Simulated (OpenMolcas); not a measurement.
Nb3+ (d2) in a complex was computed by SS-CASPT2, IPEA 0.25 Eh, imaginary shift 0.1 Eh with the d shell active (OpenMolcas, ANO-RCC-VDZP on the metal). Its lowest spin-free states, and all those of the highest spin:

| 2S+1 | Degeneracy | E (cm-1) |
| --- | --- | --- |
| 3 | 3 | 0 |
| 1 | 3 | 7280 |
| 1 | 2 | 7540 |
| 1 | 1 | 17340 |
| 3 | 3 | 28780 |
| 3 | 3 | 35050 |
| 1 | 3 | 36540 |
| 1 | 3 | 38640 |
| 3 | 1 | 60010 |
| 1 | 2 | 67770 |
| 1 | 1 | 76830 |

Q: Is the site octahedral, tetrahedral or cube-like, axial, or of lower symmetry?

A: The states with 2S+1 = 3 have orbital degeneracies 3, 3, 3, 1. Threefold states need a cubic site. For d2 at this spin an octahedron puts the threefold T1 below the threefold T2 and a tetrahedron or cube puts the single A2 below the threefold T2, so the site is octahedral. The run had Nb3+ with 6 ligands (water) in octahedral coordination (Th) at 2.08 Å. Ligand basis ANO-RCC-VDZP.

Roots that are degenerate in the reference are averaged as groups; the widest CASPT2 spread within a group is 680 cm-1 (the 3-fold group of multiplicity 3 near 35100 cm-1 above the lowest state of its run). Shifts and gaps below about the spread of the groups concerned are not significant. Over all roots computed the reference weight is 0.70 to 0.71; a low but even weight reflects the number of correlated electrons. An orbital triplet at a regular site is open to Jahn-Teller coupling, which can distort the site and quench the lowest spin-orbit gaps and is left out. The least metal-like active orbital is 79 % on the metal (Löwdin) and no ligand orbital is active, so the numbers are rough. Ligand-to-metal charge-transfer states are missing. With no ligand orbital active B as a rule stays too high, so bands that hang on it stand too high and its fall with covalency is understated. With one d shell and no ligand orbital active, 10Dq can be off by a tenth or more. No measured value stands beside these numbers; the geometry was imposed, not optimised, and the real ion may take another.
